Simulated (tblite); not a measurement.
Isomers of C8H4F4O. Method: GFN2-xTB as coded in tblite; computed harmonic values from a numerical Hessian at the method's own geometry, unscaled. The method is semi-empirical: single wavenumbers can be off by several per cent or more. One conformer each.

Electronic energies: GFN2-xTB at the same geometries; isomer energies are rough at this level and their order can be wrong.

```csv
SMILES,"electronic energy, lowest = 0 (kJ/mol)"
O=C(F)c1ccccc1C(F)(F)F,16.5
O=C(F)c1ccc(C(F)(F)F)cc1,0.0
O=C(F)c1cccc(C(F)(F)F)c1,0.4
```

Q: How do GFN2-xTB zero-point energies change the relative energies?

A: 
```csv
SMILES,ZPE (kJ/mol),of it from modes above 1550 cm⁻¹,electronic (kJ/mol),"with ZPE, lowest = 0 (kJ/mol)",lowest mode (cm⁻¹),rings
O=C(F)c1ccc(C(F)(F)F)cc1,268.4,104.2,0.0,0.0,4,1
O=C(F)c1cccc(C(F)(F)F)c1,268.3,104.2,0.4,0.3,4,1
O=C(F)c1ccccc1C(F)(F)F,269.1,104.3,16.5,17.2,20i,1
```

The zero-point energies span 0.8 kJ/mol, from `O=C(F)c1cccc(C(F)(F)F)c1` to `O=C(F)c1ccccc1C(F)(F)F`. Slightly imaginary modes are left out of the zero-point energy: `O=C(F)c1ccccc1C(F)(F)F` 19.9i cm⁻¹. The order is unchanged.
